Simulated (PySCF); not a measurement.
Members of one family of related compounds. Computed with TDDFT PBE0/def2-SVPD, vertical, gas phase, core orbitals frozen in the response in PySCF. Geometries: GFN2-xTB; one conformer of each isolated species. Triplets are in the Tamm–Dancoff approximation.

Problem. Rank by computed lowest singlet excitation energy, lowest first.
A. `CS[SiH2]OCCS`
B. `C1(CO[SiH2]OC1)S`
C. `CO[Si@H]1OCCS1`
D. `CO[SiH2]OC[SiH2]S`

Solution. A (5.19 eV), C (5.45 eV), B (5.67 eV), D (5.84 eV).

```
           SMILES  S1 (eV)  α (au)  T1 (eV)  gap (eV)  first f ≥ 0.01 (nm)  HOMO (eV)    S1 mainly
     CS[SiH2]OCCS     5.19   109.3     4.88      6.49                  220      -6.81  H-1→L (95%)
   CO[Si@H]1OCCS1     5.45    84.7     5.00      6.84                  194      -6.87    H→L (95%)
   SC1CO[SiH2]OC1     5.67    83.1     5.21      7.08                  202      -6.97    H→L (61%)
CO[SiH2]OC[SiH2]S     5.84   105.4     5.51      7.08                  212      -7.31    H→L (88%)
```

H and L stand for HOMO and LUMO.

Without π bonds the low states are Rydberg-like; a valence basis with one diffuse set may place them up to an eV too high.
